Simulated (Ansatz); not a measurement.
Calculated with Ansatz (gas phase, PBE0-D4/def2-TZVP geometries, no zero-point term in ΔE). CBS: MP2 limit from def2 TZ/QZ plus the TZ coupled-cluster correction, frozen cores. Functionals use def2-TZVPP. HSE06 is defined as in plane-wave codes. For Se outer-core shells are correlated without core-valence functions, which leaves a few kJ/mol of doubt a bond. Scalar relativity is left out up to krypton. Each species was taken in one conformer, which may not be the lowest.

Consider the formal exchange of groups at the Se–C bond: `F[SiH2]OC[SeH]` + `N[SiH](O)S` → `N[Si](O)(S)[SeH]` + `CO[SiH2]F`.

```json
{"level": "PBE0-D4", "ΔE (kJ/mol)": "-113.1", "difference from CCSD(T)/CBS": "-1.4"}
{"level": "r2SCAN0-D4", "ΔE (kJ/mol)": "-115.3", "difference from CCSD(T)/CBS": "-3.6"}
{"level": "BHLYP-D4", "ΔE (kJ/mol)": "-113.5", "difference from CCSD(T)/CBS": "-1.8"}
{"level": "ωB97M-V", "ΔE (kJ/mol)": "-110.8", "difference from CCSD(T)/CBS": "0.9"}
{"level": "B2PLYP", "ΔE (kJ/mol)": "-108.6", "difference from CCSD(T)/CBS": "3.1"}
{"level": "BLYP", "ΔE (kJ/mol)": "-101.8", "difference from CCSD(T)/CBS": "9.9"}
{"level": "PBE0", "ΔE (kJ/mol)": "-111.7", "difference from CCSD(T)/CBS": "0.0"}
{"level": "r2SCANh", "ΔE (kJ/mol)": "-113.2", "difference from CCSD(T)/CBS": "-1.5"}
{"level": "r2SCAN0", "ΔE (kJ/mol)": "-114.8", "difference from CCSD(T)/CBS": "-3.1"}
{"level": "HSE06", "ΔE (kJ/mol)": "-111.7", "difference from CCSD(T)/CBS": "0.0"}
{"level": "CAM-B3LYP", "ΔE (kJ/mol)": "-106.9", "difference from CCSD(T)/CBS": "4.8"}
{"level": "MP2/def2-SVP", "ΔE (kJ/mol)": "-114.2", "difference from CCSD(T)/CBS": "-2.5"}
{"level": "CCSD/def2-SVP", "ΔE (kJ/mol)": "-109.5", "difference from CCSD(T)/CBS": "2.2"}
{"level": "MP2/def2-TZVPP", "ΔE (kJ/mol)": "-112.5", "difference from CCSD(T)/CBS": "-0.8"}
{"level": "CCSD/def2-TZVPP", "ΔE (kJ/mol)": "-107.6", "difference from CCSD(T)/CBS": "4.1"}
{"level": "SCS-MP2/def2-QZVPP", "ΔE (kJ/mol)": "-110.9", "difference from CCSD(T)/CBS": "0.8"}
{"level": "CCSD(T)/CBS", "ΔE (kJ/mol)": "-111.7", "difference from CCSD(T)/CBS": "0"}
```

Largest T1 diagnostic among the species: 0.011.

From PBE to PBE0 (25 % exact exchange), in def2-TZVPP and without D4, ΔE moves by −4.6 kJ/mol. Leaving LDA and LC-ωPBE aside and taking each functional with its dispersion term where it has one, the values, not all of them listed here, spread over 10.9 kJ/mol, from r2SCAN0-D4 to BLYP-D4. At CCSD(T), def2-SVP lies +3.3 kJ/mol from the extrapolated value and def2-TZVPP +4.7 kJ/mol.
